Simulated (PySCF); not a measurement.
Isomers of C5H7FO3, mass 134.038 u with the commonest isotopes. Level of theory: PBE0/def2-SVPD in PySCF (dipole) on a GFN2-xTB geometry, gas phase. One conformer each, none proved a minimum here; rigid rotors.

Question: Order these by dipole moment, smallest first.
A. `[CH3:1][O:2][C@@H:3]1[O:4][CH2:5][C@@H:6]([F:7])[C:8]1=[O:9]` with C1–O2–C3–O4 -71°, O2–C3–O4–C5 -83°, C3–O4–C5–C6 -32°, O4–C5–C6–F7 -101°, C5–C6–C8–O9 -177°
B. `[CH3:1][O:2]/[C:3]([F:4])=[CH:5]\[O:6][C:7]([CH3:8])=[O:9]` with C1–O2–C3–F4 44°, C3–C5–O6–C7 48°, C5–O6–C7–C8 -178°
C. `[CH3:1][O:2][CH2:3][O:4][C:5](=[O:6])/[CH:7]=[CH:8]/[F:9]` with C1–O2–C3–O4 69°, O2–C3–O4–C5 174°, C3–O4–C5–O6 1°, O4–C5–C7–C8 -179°
D. `[CH2:1]=[CH:2][C@@H:3]1[O:4][CH2:5][O:6][C@@H:7]([F:8])[O:9]1` with C1–C2–C3–O4 -122°, C2–C3–O4–C5 -175°, C3–O4–C5–O6 58°, O4–C5–O6–C7 -53°, C5–O6–C7–F8 -72°

Answer: B (1.07 D), D (1.35 D), C (1.83 D), A (3.33 D).

Question: Order these by rotational constant C, largest first.
A. `[CH3:1][O:2]/[C:3]([F:4])=[CH:5]\[O:6][C:7]([CH3:8])=[O:9]` with C1–O2–C3–F4 44°, C3–C5–O6–C7 48°, C5–O6–C7–C8 -178°
B. `[CH3:1][O:2][C@@H:3]1[O:4][CH2:5][C@@H:6]([F:7])[C:8]1=[O:9]` with C1–O2–C3–O4 -71°, O2–C3–O4–C5 -83°, C3–O4–C5–C6 -32°, O4–C5–C6–F7 -101°, C5–C6–C8–O9 -177°
C. `[CH2:1]=[CH:2][C@@H:3]1[O:4][CH2:5][O:6][C@@H:7]([F:8])[O:9]1` with C1–C2–C3–O4 -122°, C2–C3–O4–C5 -175°, C3–O4–C5–O6 58°, O4–C5–O6–C7 -53°, C5–O6–C7–F8 -72°
D. `[CH3:1][O:2][CH2:3][O:4][C:5](=[O:6])/[CH:7]=[CH:8]/[F:9]` with C1–O2–C3–O4 69°, O2–C3–O4–C5 174°, C3–O4–C5–O6 1°, O4–C5–C7–C8 -179°

Answer: C (1040 MHz), B (984.4 MHz), A (895.8 MHz), D (564.0 MHz).

Question: Order these by out-of-plane moment Σ m c² = (Ia + Ib − Ic)/2, smallest first.
A. `[CH3:1][O:2][CH2:3][O:4][C:5](=[O:6])/[CH:7]=[CH:8]/[F:9]` with C1–O2–C3–O4 69°, O2–C3–O4–C5 174°, C3–O4–C5–O6 1°, O4–C5–C7–C8 -179°
B. `[CH2:1]=[CH:2][C@@H:3]1[O:4][CH2:5][O:6][C@@H:7]([F:8])[O:9]1` with C1–C2–C3–O4 -122°, C2–C3–O4–C5 -175°, C3–O4–C5–O6 58°, O4–C5–O6–C7 -53°, C5–O6–C7–F8 -72°
C. `[CH3:1][O:2]/[C:3]([F:4])=[CH:5]\[O:6][C:7]([CH3:8])=[O:9]` with C1–O2–C3–F4 44°, C3–C5–O6–C7 48°, C5–O6–C7–C8 -178°
D. `[CH3:1][O:2][C@@H:3]1[O:4][CH2:5][C@@H:6]([F:7])[C:8]1=[O:9]` with C1–O2–C3–O4 -71°, O2–C3–O4–C5 -83°, C3–O4–C5–C6 -32°, O4–C5–C6–F7 -101°, C5–C6–C8–O9 -177°

Answer: A (12.40 u·Å²), D (27.46 u·Å²), C (27.76 u·Å²), B (39.06 u·Å²).

```tsv
SMILES	point group	Ia (u·Å²)	Ib (u·Å²)	Ic (u·Å²)	κ	μa (D)	μb (D)	μc (D)
CO[C@@H]1OC[C@@H](F)C1=O	C1	167.77	400.53	513.40	-0.73	2.16	2.36	0.93
COCOC(=O)/C=C/F	C1	106.75	814.15	896.10	-0.97	0.82	1.35	0.92
C=C[C@@H]1OCO[C@@H](F)O1	C1	158.69	405.45	486.01	-0.81	1.07	0.53	0.61
CO/C(F)=C\OC(C)=O	C1	163.60	456.08	564.16	-0.81	0.81	0.32	0.62
```
